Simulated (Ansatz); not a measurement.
Consider the substitution at a C–Si bond: `C[SiH2]N(C)[SiH3]` + `NCBO` → `COBCN` + `CN([SiH3])[SiH3]`.

Computed with Ansatz on PBE0-D4/def2-TZVP structures; ΔE is electronic, products minus reactants. CCSD(T)/CBS is the MP2 limit (def2-TZVPP, def2-QZVPP) plus CCSD(T) − MP2 in def2-TZVPP, frozen cores. This one scheme is used for every species. Each species was taken in one conformer, which may not be the lowest.

| species | MP2/CBS(def2) energy (Eh) |
| --- | --- |
| `C[SiH2]N(C)[SiH3]` | -715.52739 |
| `NCBO` | -196.32191 |
| `COBCN` | -235.53687 |
| `CN([SiH3])[SiH3]` | -676.26599 |

Task: Work out ΔE.

Result: ΔE = (-235.53687) + (-676.26599) − (-715.52739) − (-196.32191) = 0.04644 Eh = +121.9 kJ/mol. CCSD(T)/CBS gives +114.3 kJ/mol.

Largest T1 diagnostic among the species: 0.012.

In def2-TZVPP, CCSD(T) changes the Hartree–Fock value by +24.2 kJ/mol (the triples alone add +2.9 kJ/mol) and MP2 by +31.8 kJ/mol. The D4 term adds +5.3 kJ/mol with B3LYP and +3.0 kJ/mol with PBE0; it sums over pairs of atoms, weighted by their polarisabilities, and B3LYP, whose exchange is more repulsive, gets the larger term.

B3LYP here is the variant with VWN-RPA as its local correlation; programs differ in this.
